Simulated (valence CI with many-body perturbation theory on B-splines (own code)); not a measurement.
The numbers below are computed, except where a source is named.
# Er²⁶⁺: what each term of the Hamiltonian does

Method: configuration interaction combined with many-body perturbation theory (CI+MBPT): six valence electrons over a frozen Dirac-Fock core [Kr], a basis of 7 s, 7 p, 8 d, 6 f, 4 g, 1 h functions for each j, with the one-electron correlation potential Σ1, the two-electron term Σ2, the three-electron term Σ3, Breit, model QED; selected CI, second order for the rest, scaled by the run's own slope (own B-spline code, finite nucleus).

No measured spectrum was set against this ion. As an estimate, large intervals hold to a few tenths of a per cent, small ones and those within an open d or f shell to about a per cent. Core correlation moves these levels by up to 7400 cm⁻¹, and in measured spectra 5 to 20 % of such shifts remained as error; rates that hang on mixing are uncertain with them. Among the levels kept, up to 780 cm⁻¹ of a level comes from second order outside the variational space, and about a tenth of that is noise between levels of different J, which matters for small intervals. Only levels of the ground parity were solved; by the run's estimate the other parity begins above the list, which can be wrong where configurations are misplaced.

Each rung adds one term. CI alone is the Dirac-Coulomb CI over the frozen core; QED comes last and gives the full result, which names the levels. Energies are above (4d3/2^4 4d5/2^2) J=4 on the same rung, in cm⁻¹. A blank means that the level has no clear partner on that rung.

Levels are named by their leading jj configuration (3d3/2^4 stands for four electrons in 3d with j = 3/2), which in mixed levels can hold well under half, so a name can repeat and another be missing. Letters in brackets count levels of one name in rising energy.

```tsv
Level	CI alone	+ Σ1	+ Σ2	+ Σ3	+ Breit	Full
(4d3/2^4 4d5/2^2) J=2	19239	19234	19419	17886	18221	18218
(4d3/2^4 4d5/2^2) J=0	51835	51972	54389	52864	52980	53035
(4d3/2^3 4d5/2^3) J=3 [a]	63174	63749	65062	65670	64104	64327
(4d3/2^3 4d5/2^3) J=4 [a]	77417	77917	77481	77019	75556	75745
(4d3/2^3 4d5/2^3) J=1 [a]	74749	75330	77309	77189	75852	76077
(4d3/2^3 4d5/2^3) J=5	99964	100533	98275	97138	95240	95442
(4d3/2^3 4d5/2^3) J=6	102571	103162	100223	99054	96806	97010
(4d3/2^3 4d5/2^3) J=2 [a]	113416	113989	113339	110598	109122	109332
(4d3/2^3 4d5/2^3) J=3 [b]	115977	116573	115751	113874	112214	112430
(4d3/2^3 4d5/2^3) J=2 [b]	137770	138624	139342	137818	135666	135975
(4d3/2^3 4d5/2^3) J=0	146195	146725	144036	139539	138421	138603
(4d3/2^3 4d5/2^3) J=1 [b]	145615	146273	144881	141879	140527	140761
(4d3/2^3 4d5/2^3) J=4 [b]	147869	148560	147507	144778	142743	142989
(4d3/2^3 4d5/2^3) J=3 [c]	159536	160151	157901	153961	152493	152707
(4d3/2^2 4d5/2^4) J=2 [a]	155491	156402	158581	156696	154108	154473
(4d3/2^2 4d5/2^4) J=0 [a]	160168	161197	164459	163794	161073	161480
(4d3/2^2 4d5/2^4) J=4 [a]	171593	172719	173329	171907	168467	168893
(4d3/2^2 4d5/2^4) J=3 [a]	181870	182939	182860	180682	177643	178048
(4d3/2^2 4d5/2^4) J=5	183195	184373	183474	182118	178307	178743
(4d3/2^2 4d5/2^4) J=6	197306	198502	195968	193881	189757	190189
(4d3/2^2 4d5/2^4) J=3 [b]	195884	197076	196683	194526	191087	191529
(4d3/2^2 4d5/2^4) J=1	209218	210309	209252	205344	202473	202879
(4d3/2^2 4d5/2^4) J=4 [b]	216981	218127	216153	212905	209305	209725
(4d3/2^2 4d5/2^4) J=2 [b]	216902	218040	217335	212849	209601	210024
(4d3/2^2 4d5/2^4) J=2 [c]	242810	243967	244960	240350	237235	237668
(4d3/2^2 4d5/2^4) J=4 [c]	251580	252837	252608	248480	244842	245301
(4d3/2 4d5/2^5) J=1	250968	252615	258447	256128	251530	252173
(4d3/2 4d5/2^5) J=4	294093	295738	297114	293005	287933	288560
(4d3/2^2 4d5/2^4) J=2 [d]			303118	296325	293156	293603
(4d3/2 4d5/2^5) J=2			308973	303704	298968	299588
(4d3/2 4d5/2^5) J=3	308608	310344	311473	307157	302132	302786
```

(1) How does the ionisation energy move along the ladder, and which term matters most?

Results:

(1) CI alone 938.49, + Σ1 940.88, + Σ2 944.60, + Σ3 944.97, + Breit 944.71, + QED 944.74 eV. The largest step is Σ2, 3.72 eV. NIST lists 943 ± 4 eV (theoretical).
